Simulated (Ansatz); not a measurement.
`FC#[C][GeH2][SiH3]` + `O[Si]Br` → `[SiH3]O[Si]Br` + `FC#[C][GeH3]` at 298.15 K and 1 bar (cleavage of the Si–Ge bond).

Calculated with Ansatz (gas phase, PBE0-D4/def2-TZVP geometries, no zero-point term in ΔE). CCSD(T)/CBS is the MP2 limit (def2-TZVPP, def2-QZVPP) plus CCSD(T) − MP2 in def2-TZVPP, frozen cores. For Br, Ge outer-core shells are correlated without core-valence functions, which leaves a few kJ/mol of doubt a bond. Scalar relativity is left out up to krypton. Each species was taken in one conformer, which may not be the lowest.

```tsv
species	CCSD(T)/CBS energy (Eh)	H − E (kJ/mol)	S (J/(mol·K))
`FC#[C][GeH2][SiH3]`	-2543.99145	162.0	377.4
`O[Si]Br`	-2938.23569	52.8	291.2
`[SiH3]O[Si]Br`	-3228.55316	101.0	353.1
`FC#[C][GeH3]`	-2253.70460	109.8	304.6
```

H − E and S are ideal-gas, rigid-rotor, harmonic terms from PBE0-D4/def2-TZVP, for one conformer and one mirror image of each species. 1 Eh = 2625.50 kJ/mol, R = 8.31446 J/(mol·K).

Task: By hand: ΔE, ΔH, ΔS and ΔG.

Result: ΔE = (-3228.55316) + (-2253.70460) − (-2543.99145) − (-2938.23569) = -0.03062 Eh = -80.4 kJ/mol. Δ(H − E) = 101.0 + 109.8 − 162.0 − 52.8 = -4.0, so ΔH = -84.4 kJ/mol. ΔS = 353.1 + 304.6 − 377.4 − 291.2 = -10.9 J/(mol·K). ΔG = -84.4 − 298.15 × (-10.9)/1000 = -81.2 kJ/mol.

Task: By hand: the equilibrium constant, and the temperature at which ΔG would vanish if ΔH and ΔS stayed fixed.

Result: log₁₀ K = −ΔG/(RT ln 10) = 14.2. ΔG = 0 at ΔH/ΔS = 7743 K, far beyond where these terms or the molecules hold.

The number of gas molecules stays the same, so ΔS is small and ΔH decides. A doubt of 5 kJ/mol in ΔE shifts log₁₀ K by 0.9 here. Other conformers and mirror images would add mixing entropy, several J/(mol·K) or more a flexible species. Modes under 60 cm⁻¹, often nearly free rotors, make the harmonic entropy too high. These are equilibria of isolated gas molecules and say nothing of rates. Largest T1 diagnostic: 0.013 (customary marks: 0.02 for closed shells, 0.045 for open ones).
